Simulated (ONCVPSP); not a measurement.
# Ta ONCV: all-electron and pseudo phase curves

tantalum, optimised norm-conserving Vanderbilt (ONCV), made with ONCVPSP 4.0.1 (BLYP, scalar-relativistic). Core [Kr] 4d10 4f14, reference 5s2 5p6 5d3 6s1 (charge +1). Waves: 5s+6s: rc 1.60 bohr, ncon 5, nbas 9, qcut 5.9 1/bohr, 2 projectors; 5p: rc 1.95 bohr, ncon 3, nbas 8, qcut 5.6 1/bohr, 2 projectors, debl 2.5 Ha; 5d: rc 3.00 bohr, ncon 5, nbas 10, qcut 5.6 1/bohr, 1 projector. Local part: polynomial inside 1.50 bohr (lpopt 5, dvloc0 0 Ha). Core correction: none.

The phase is arctan(r·R′/R) of the radial function R(r), unwrapped; energies in Ha, scanned from -4 to 5 Ha. A pole is an energy at which the radial function vanishes at the test radius. The pseudo phase is shifted by a multiple of π to meet the all-electron one at the reference energy, and phase errors are pseudo minus all-electron; the curves can meet again beyond the range given. Levels narrower than the energy grid can be missing from the lists of poles.

For each channel, where are the poles, and over which energies does the pseudopotential scatter like the atom?

```tsv
channel	radius (bohr)	reference energy (Ha)	poles, all-electron	poles, pseudo	unbroken range about the reference energy with phases within 0.05 rad	phase error 1 Ha above the reference energy (rad)
s	1.63	-0.43	-2.21	-2.21	the whole range	-0.000
p	1.98	-1.71	-1.30	-1.30, 4.92	the whole range	-0.000
d	3.05	-0.38	-0.21, 2.05	-0.20, 2.21	below 0.4	+0.137
```

Phases in the d channel:

```json
{"E (Ha)": "-3.98", "all-electron": "1.433", "pseudo": "1.433"}
{"E (Ha)": "-3.74", "all-electron": "1.428", "pseudo": "1.428"}
{"E (Ha)": "-3.50", "all-electron": "1.422", "pseudo": "1.422"}
{"E (Ha)": "-3.26", "all-electron": "1.415", "pseudo": "1.415"}
{"E (Ha)": "-3.02", "all-electron": "1.407", "pseudo": "1.407"}
{"E (Ha)": "-2.78", "all-electron": "1.398", "pseudo": "1.398"}
{"E (Ha)": "-2.54", "all-electron": "1.388", "pseudo": "1.388"}
{"E (Ha)": "-2.30", "all-electron": "1.375", "pseudo": "1.375"}
{"E (Ha)": "-2.06", "all-electron": "1.359", "pseudo": "1.359"}
{"E (Ha)": "-1.82", "all-electron": "1.338", "pseudo": "1.338"}
{"E (Ha)": "-1.58", "all-electron": "1.311", "pseudo": "1.311"}
{"E (Ha)": "-1.34", "all-electron": "1.271", "pseudo": "1.271"}
{"E (Ha)": "-1.10", "all-electron": "1.205", "pseudo": "1.206"}
{"E (Ha)": "-0.86", "all-electron": "1.067", "pseudo": "1.068"}
{"E (Ha)": "-0.62", "all-electron": "0.530", "pseudo": "0.532"}
{"E (Ha)": "-0.38", "all-electron": "-1.218", "pseudo": "-1.218"}
{"E (Ha)": "-0.14", "all-electron": "-1.643", "pseudo": "-1.641"}
{"E (Ha)": "0.10", "all-electron": "-1.854", "pseudo": "-1.847"}
{"E (Ha)": "0.34", "all-electron": "-2.175", "pseudo": "-2.146"}
{"E (Ha)": "0.58", "all-electron": "-3.120", "pseudo": "-2.990"}
{"E (Ha)": "0.82", "all-electron": "-4.105", "pseudo": "-4.031"}
{"E (Ha)": "1.06", "all-electron": "-4.412", "pseudo": "-4.377"}
{"E (Ha)": "1.30", "all-electron": "-4.541", "pseudo": "-4.517"}
{"E (Ha)": "1.54", "all-electron": "-4.615", "pseudo": "-4.595"}
{"E (Ha)": "1.78", "all-electron": "-4.666", "pseudo": "-4.646"}
{"E (Ha)": "2.02", "all-electron": "-4.707", "pseudo": "-4.686"}
{"E (Ha)": "2.26", "all-electron": "-4.745", "pseudo": "-4.720"}
{"E (Ha)": "2.50", "all-electron": "-4.784", "pseudo": "-4.752"}
{"E (Ha)": "2.74", "all-electron": "-4.832", "pseudo": "-4.786"}
{"E (Ha)": "2.98", "all-electron": "-4.904", "pseudo": "-4.827"}
{"E (Ha)": "3.22", "all-electron": "-5.041", "pseudo": "-4.883"}
{"E (Ha)": "3.46", "all-electron": "-5.466", "pseudo": "-4.979"}
{"E (Ha)": "3.70", "all-electron": "-6.881", "pseudo": "-5.202"}
{"E (Ha)": "3.94", "all-electron": "-7.468", "pseudo": "-6.039"}
{"E (Ha)": "4.18", "all-electron": "-7.632", "pseudo": "-7.221"}
{"E (Ha)": "4.42", "all-electron": "-7.707", "pseudo": "-7.539"}
{"E (Ha)": "4.66", "all-electron": "-7.752", "pseudo": "-7.656"}
{"E (Ha)": "4.90", "all-electron": "-7.783", "pseudo": "-7.717"}
```
